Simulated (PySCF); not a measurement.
Mg(F)(SH) (FHMgS), SMILES [F][Mg][SH].

Coordinates come from a B3LYP-D3(BJ)/def2-TZVP optimisation. The values are those of a single conformer.

Two levels are set side by side: PBE/def2-TZVPD (PySCF) and PBE0/def2-TZVPD (PySCF). Same geometry, gas phase. Differences are taken from unrounded values.

| quantity | PBE0 | PBE | PBE minus PBE0 |
|---|---|---|---|
| orbital gap (eV) | 5.79 | 3.90 | -1.89 |
| highest occupied level (eV) | -7.43 | -6.26 | 1.17 |
| lowest empty level (eV) | -1.64 | -2.36 | -0.72 |
| dipole moment (D) | 0.89 | 0.90 | 0.01 |
| mean polarisability (bohr³) | 44.6 | 48.1 | 3.5 |

Without exact exchange PBE keeps part of each electron's self-repulsion, which lifts occupied levels and narrows the gap. Loosely held outer electrons make PBE densities more polarisable. Differences between two approximate levels are no errors against the true value.

Rough cost on one machine, each run with all the roots and properties that it gave: PBE0 against PBE within a factor of 2.
